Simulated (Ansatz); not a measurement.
System: bicarbonate, CHO3, charge -1, multiplicity 1. It need not be the lowest isomer of its formula. 
Geometry from a B3LYP-D3(BJ)/def2-TZVP (Ansatz, a quantum-chemistry and plane-wave program) optimisation:
```
C
O 1 1.2323
O 1 1.2486 2 132.63
O 1 1.4499 2 114.04 3 180.00
H 4 0.9647 1 101.83 2 180.00
```
Charge -1, spin multiplicity 1.

Basis-set convergence of Hartree-Fock and MP2 correlation energies (hartree) with Ansatz. Cores are frozen in the correlated levels unless marked. Spin-orbit coupling is left out. No relativistic terms.

```
basis        functions       E(HF)  E(corr, MP2)
-----------  ---------  ----------  ------------
aug-cc-pVDZ        101  -263.13961      -0.73487
aug-cc-pVTZ        207  (withheld)    (withheld)
```

### Question
What belongs in the gaps?

### Answer

- aug-cc-pVTZ, E(HF): -263.20180
- aug-cc-pVTZ, E(corr, MP2): -0.89330
